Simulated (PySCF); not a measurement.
CH2NO, SMILES N=C=[OH+], charge +1.

The structure is a stationary point at PBE0-D3(BJ)/def2-TZVP. The isomer is the one that the SMILES or the coordinates give; other isomers of the formula were not compared.

The numbers are results of M06-2X/def2-TZVPD in PySCF, not measurements.

Symmetry labels are those of the subgroup Cs that the program uses (full group Cs).

Problem. List the valence orbital energies around the gap with their symmetry. (The exact figures need the calculation; the answer reports its results.)

Solution. 
```tsv
orbital	symmetry	energy (eV)
HOMO−7	A'	-42.25
HOMO−6	A'	-36.95
HOMO−5	A'	-28.45
HOMO−4	A'	-27.01
HOMO−3	A'	-23.51
HOMO−2	A"	-23.00
HOMO−1	A'	-19.43
HOMO	A"	-18.71
LUMO	A'	-5.75
LUMO+1	A'	-5.46
LUMO+2	A"	-4.88
LUMO+3	A'	-3.81
```
